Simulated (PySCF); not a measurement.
## C₆ coefficients of unlike pairs at PBE0

Calculated with PySCF 2.14 from the dipole response of each species, C₆(A,B) = (3/π) ∫ α_A(iu) α_B(iu) du, in atomic units, from isotropic polarisabilities. For ions this is the dispersion term alone; charge-induced terms of lower order in 1/R come first.

```tsv
species	configuration	basis	relativity	α (bohr³)	C₆ (like pair)
Zn²⁺	[Ar] 3d10 (1S)	aug-cc-pVDZ-DK (7s6p4d2f)	spin-free X2C	2.619	6.870
C⁺	[He] 2s2 2p1 (2P)	aug-cc-pVTZ with one added diffuse shell each of s, p, d, f type (6s5p4d3f)	none	6.087	14.63
Cr	[Ar] 3d5 4s1 (7S)	aug-cc-pVDZ (7s6p4d2f)	none	77.90	650.0
Ag⁺	[Kr] 4d10 (1S)	x2c-QZVPPall with one added diffuse shell each of s, p, d, f, g type (14s9p8d5f3g)	spin-free X2C	9.976	59.56
```

Q: Estimate C₆ for Ag⁺ with Zn²⁺.

A: The integral gives 19.69. The combination rule 2 C_A C_B / (C_A α_B/α_A + C_B α_A/α_B) gives 19.58 and the geometric mean 20.23.

No spin-orbit coupling is included.

The other pairs:

```
    pair     C₆
C⁺, Zn²⁺  8.960
Cr, Zn²⁺  44.29
 Ag⁺, C⁺  28.66
 Ag⁺, Cr  152.0
  Cr, C⁺  84.15
```
